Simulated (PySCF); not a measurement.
Species: B2F2H4Pb.
Atom-mapped SMILES: `[BH2:1][PbH2:2][B:3]([F:4])[F:5]` (hydrogens: H6, H7 on B1; H8, H9 on Pb2)

Theory: PySCF 2.14.0, PBE0-D3(BJ)/def2-SVP geometry optimisation, gas phase, def2 core potentials past Kr.

(1) What internal coordinates does the optimisation give?

Results:

(1) 
```csv
bond,length (pm),order
B1–Pb2,228.5,single
Pb2–B3,231.4,single
"B3–F4, B3–F5",131.6,single
"B1–H6, B1–H7",120.6,single
"Pb2–H8, Pb2–H9",176.7,single
```

Bonds in one row agree within 1 pm and their mean is given. Orders are formal, as drawn. A selection of angles:
```csv
angle,degrees
Pb2–B1–H6,119.5
H6–B1–H7,120.1
B1–Pb2–B3,114.1
B1–Pb2–H8,113.5
B1–Pb2–H9,110.1
B3–Pb2–H8,107.5
B3–Pb2–H9,105.3
H8–Pb2–H9,105.6
Pb2–B3–F4,120.8
F4–B3–F5,116.9
```

Dihedral angles: B1–Pb2–B3–F4 143° (anticlinal). The mirror-image conformer, all signs reversed, is as good.

Pb2 (lead bonded to 2 B and 2 H) is distorted tetrahedral (angles from 105.3° to 114.1°). The 2 B–Pb bonds span 2.285 Å (B1–Pb2, drawn single) to 2.314 Å (Pb2–B3, drawn single), a spread of 0.029 Å. B1 (three-coordinate boron) is planar (angles 120.4°, 120.1° and 119.5°, sum 360.0°, 0.01 Å off the plane of its three neighbours). B3 (three-coordinate boron) is planar (angles 122.3°, 120.8° and 116.9°, sum 360.0°, 0.00 Å off the plane of its three neighbours).

Point group: C1 (no symmetry element, even within 0.4 Å). No PBE0-D3(BJ)/def2-SVP frequencies stand behind this structure, so it isn't proved a minimum. The numbers are those of one conformer (H–B1–Pb2–B3 75° and -105°, B1–Pb2–B3–F4 143°).
